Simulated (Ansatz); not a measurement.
Geometry optimisation, RKS r2SCAN/cc-pVDZ in Ansatz 0.2.0.

input.yaml

```yaml
crystal:
  periodic: [false, false, false]
  atoms:
    - { symbol: Si, position_ang: [-0.5074, 0.3515, 0.5433] }
    - { symbol: S, position_ang: [1.7902, -0.1127, -0.389] }
    - { symbol: F, position_ang: [-1.3969, -0.9703, 0.6751] }
    - { symbol: F, position_ang: [-1.2397, 1.7093, 0.1376] }
    - { symbol: H, position_ang: [-0.0788, 0.605, 1.9003] }
    - { symbol: H, position_ang: [0.3317, -0.1556, -1.4406] }
    - { symbol: H, position_ang: [-0.6259, -0.013, -1.2937] }
    - { symbol: H, position_ang: [1.7268, -1.4142, -0.1331] }
basis:
  gaussian: { orbitals: cc-pVDZ }
hamiltonian:
  xc: r2scan
relax:
  f_tol: 0.15
  max_steps: 25
  restrain:
    - { distance: [0, 6], at: 1.42, k: 30.0 }
    - { distance: [5, 1], at: 1.36, k: 30.0 }
    - { distance: [0, 1], at: 3.46, k: 30.0 }
    - { distance: [5, 6], at: 1.92, k: 30.0 }
```

Launched with:

```bash
$ ansatz run input.yaml --threads 2 --pin off --max-ram 3072MiB --backend cpu --events-out ev --progress --plain --runs-dir out
```

Q: Where does it end, and by what steps?

A: The forces met the threshold. The restraints hold the end off the free minimum. After 15 steps the energy has fallen by 1.897 eV (the restraints' own energy left out); F4 moved furthest, 1.27 Å. Parted: Si1–S2. Joined: Si1–H7, S2–H6.

| step | energy less start (eV) | largest force component (eV/Å) | accepted |
| --- | --- | --- | --- |
| 0 | 0.0000 | 2.724 | yes |
| 1 | 0.4189 | 2.662 | yes |
| 2 | 0.0720 | 3.744 | yes |
| 3 | -0.5065 | 2.665 | yes |
| 4 | -0.8800 | 1.754 | yes |
| 5 | -1.3206 | 1.682 | yes |
| 6 | -1.6186 | 0.973 | yes |
| 7 | -1.7357 | 1.103 | yes |
| 8 | -1.7703 | 1.120 | yes |
| 9 | -1.8087 | 0.854 | yes |
| 10 | -1.8421 | 0.831 | yes |
| 11 | -1.8592 | 0.916 | yes |
| 12 | -1.8703 | 0.843 | yes |
| 13 | -1.8808 | 0.832 | yes |
| 14 | -1.8907 | 0.745 | yes |
| 15 | -1.8970 | 0.785 | yes |

```xyz
8
Properties=species:S:1:pos:R:3
Si -0.868 0.587 0.417
S 2.168 -0.727 -0.604
F -1.090 -1.014 0.705
F -2.346 1.276 0.587
H 0.034 1.162 1.441
H 1.150 -0.237 -1.359
H -0.462 0.743 -0.962
H 1.415 -1.790 -0.225
```

Whether the end is a true minimum wasn't checked by a vibrational analysis.

Time of the run: 38 s on 2 threads of Arm Neoverse V2 (shared host), peak memory 0.14 GiB.
